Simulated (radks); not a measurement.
The numbers below are computed, except where a source is named.
Question: Orbital eigenvalues (eV) of the thallium ion Tl+, [Hg], of relativity; Dirac values are averaged over j with weights 2j + 1. Spin-unpolarised spherical Kohn-Sham, PBE, point nucleus unless stated (finite: rms radius 5.4759 fm), a radial shooting solver on a logarithmic mesh with Libxc functionals. A level marked "c x" has the speed of light scaled by that factor.

| shell | non-rel. |
|---|---|
| 3s | -3070.5 |
| 3p | -2840.2 |
| 3d | -2410.6 |
| 4s | -674.19 |
| 4p | -573.69 |
| 4d | -388.41 |
| 4f | -138.32 |
| 5s | -110.75 |
| 5p | -77.734 |
| 5d | -25.334 |
| 6s | -13.851 |
| 6p (empty) | -8.2569 |

Give the values at the level "Dirac, c x 10".

Answer: 
shell       Dirac, c x 10  change of magnitude (%)
3s                -3075.1                    +0.15
3p                -2842.1                    +0.06
3d                -2410.4                    -0.01
4s                -675.33                    +0.17
4p                -574.11                    +0.07
4d                -388.35                    -0.02
4f                -138.15                    -0.12
5s                -110.96                    +0.19
5p                -77.789                    +0.07
5d                -25.309                    -0.10
6s                -13.869                    +0.13
6p (empty)        -8.2567                    0.00
